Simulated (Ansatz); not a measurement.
**Abstraction of H: SnH(NH2)3 + SiH2(CH2)Cl → Sn(NH2)3 + SiH2(CH3)Cl**

Species: SnH(NH2)3, singlet; SiH2(CH2)Cl, doublet; Sn(NH2)3, doublet; SiH2(CH3)Cl ((chlorosilyl)methane), singlet. A radical takes H: the energy is the difference in strength between the Sn–H bond broken and the C–H bond made.

Shapes, held fixed at every level: PBE0-D4/def2-TZVP. Flexible molecules stand in one conformer, not always the lowest. Programs: Ansatz 0.2.0. Electronic energies: no zero-point or thermal term.

(1) Estimate ΔE of this reaction.

## Answers

(1) The highest level, CCSD(T)/def2-TZVPP, gives ΔE = -137.0 kJ/mol; the levels span -173.2 to -90.5. The column of differences is taken from that level and isn't an error. No measured value is set beside it here. Open shells run unrestricted. For atoms past krypton def2 sets carry core potentials with scalar relativity. Outer-core shells of Sn are correlated in most correlated rows, in sets that cover them unevenly. Times are processor times on shared x86 and Arm servers, and rough.

```csv
level,kind,ΔE (kJ/mol),less CCSD(T)/def2-TZVPP,CPU time (sum over the molecules)
HF/def2-TZVPP,Hartree–Fock,-90.5,+46.5,–
PBE-D4/def2-TZVPP,GGA,-173.2,-36.2,29 s
PBE0-D4/def2-TZVPP,global hybrid,-152.2,-15.2,36 s
wB97M-V/def2-TZVPP,range-separated hybrid,-147.5,-10.5,2 min
wB97X-V/def2-TZVPP,range-separated hybrid,-138.7,-1.7,95 s
B2PLYP/def2-TZVPP,double hybrid,-151.4,-14.4,63 s
CCSD(T)/def2-TZVPP,coupled cluster or CI,-137.0,0.0,10 min
```
